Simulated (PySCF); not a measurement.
# Ionisation energy of Au⁺ by level of theory

Au⁺ [Xe] 4f14 5d10 (1S) → Au²⁺ [Xe] 4f14 5d9 (2D), as a difference of total energies. Calculation: PySCF 2.14, in cc-pVDZ-PP with ECP60MDF; scalar relativity through the core potential. Correlated levels: valence: 5s2 5p6 frozen. The calculations carry no spin-orbit coupling.

```json
{"method": "UHF", "ionisation energy (eV)": "18.991", "difference from reference (eV)": "-1.212"}
{"method": "MN15", "ionisation energy (eV)": "20.900", "difference from reference (eV)": "+0.697"}
{"method": "M06-L", "ionisation energy (eV)": "20.615", "difference from reference (eV)": "+0.412"}
{"method": "MP2 (valence)", "ionisation energy (eV)": "20.508", "difference from reference (eV)": "+0.305"}
{"method": "SCS-MP2 (valence)", "ionisation energy (eV)": "20.363", "difference from reference (eV)": "+0.160"}
```

Reference: 20.203 ± 0.025 eV (measured; NIST Atomic Spectra Database, ionization energies).

The reference lies between the lowest fine-structure levels, while these numbers refer to the centres of the terms.

Errors of the correlated levels include the incompleteness of this basis and the frozen core.
